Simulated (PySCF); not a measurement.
Pb(OMe)(NH2) (CH5NOPb), SMILES [Pb]([NH2])[O]C (connectivity only; charge and spin as stated), neutral, multiplicity 1.

Geometry: r2SCAN-D4/def2-SVP. The structure was generated by enumeration; whether it is a known compound was not checked. The def2 effective core potentials stand for the cores of Pb; spin–orbit coupling is left out. Other conformers were not sampled.

Computed with M06-2X/def2-TZVP in PySCF.

```
Quantity                                                                                                        Value
---------------------------------------------------------------------------------------------  ----------------------
total energy                                                                                       -363.84826 hartree
point group                                                                                                        Cs
highest occupied level                                                                                       -8.14 eV
lowest empty level                                                                                           -1.04 eV
orbital gap                                                                                                   7.11 eV
dipole moment                                                                                                  2.76 D
quadrupole, principal values (traceless, Buckingham form, about the centre of nuclear charge)   -4.65, 0.92, 3.73 D·Å
mean static polarisability                                                                       64.4 bohr³ (9.54 Å³)
polarisability, principal values                                                               47.3, 69.6, 76.3 bohr³
```
